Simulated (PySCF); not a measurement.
C₃H₄BN₃O₂.
SMILES: `OB(O)c1ncncn1`

The closed-shell SCF was solved with PySCF and density fitting under several settings on one GFN2-xTB geometry (grid level 2 and gas phase unless stated).

| settings | basis functions | SCF cycles | E (Eh) | HOMO (eV) | LUMO (eV) | dipole (D) |
| --- | --- | --- | --- | --- | --- | --- |
| B97-2/pcseg-1, start guess huckel, level shift 0.2 Eh | 146 | 14 | -456.1312 | -7.57 | -2.16 | 1.20 |
| HCTH407/pcSseg-1 | 173 | 16 | -456.2345 | -6.33 | -3.07 | 1.18 |

Estimate the rows for these settings: (1) X3LYP/pcSseg-1; (2) PBE0/pcSseg-1, fitting basis def2-universal-jkfit.

| settings | basis functions | SCF cycles | E (Eh) | HOMO (eV) | LUMO (eV) | dipole (D) |
| --- | --- | --- | --- | --- | --- | --- |
| X3LYP/pcSseg-1 | 173 | 14 | -456.1675 | -7.61 | -2.15 | 1.19 |
| PBE0/pcSseg-1, fitting basis def2-universal-jkfit | 173 | 11 | -455.8314 | -7.82 | -2.09 | 1.20 |

Over all rows, what range does the HOMO–LUMO gap span?

From 3.26 eV (HCTH407/pcSseg-1) to 5.73 eV (PBE0/pcSseg-1, fitting basis def2-universal-jkfit). The functional of the narrowest has no exact exchange, that of the widest 25 % exact exchange.

Cycle counts include a coarse-grid stage where the run had one.

The values belong to the conformer `[OH:1][B:2]([OH:3])[c:4]1[n:5][cH:6][n:7][cH:8][n:9]1`: O1–B2–C4–N5 180°, H–O1–B2–O3 180°, H–O3–B2–O1 0°.
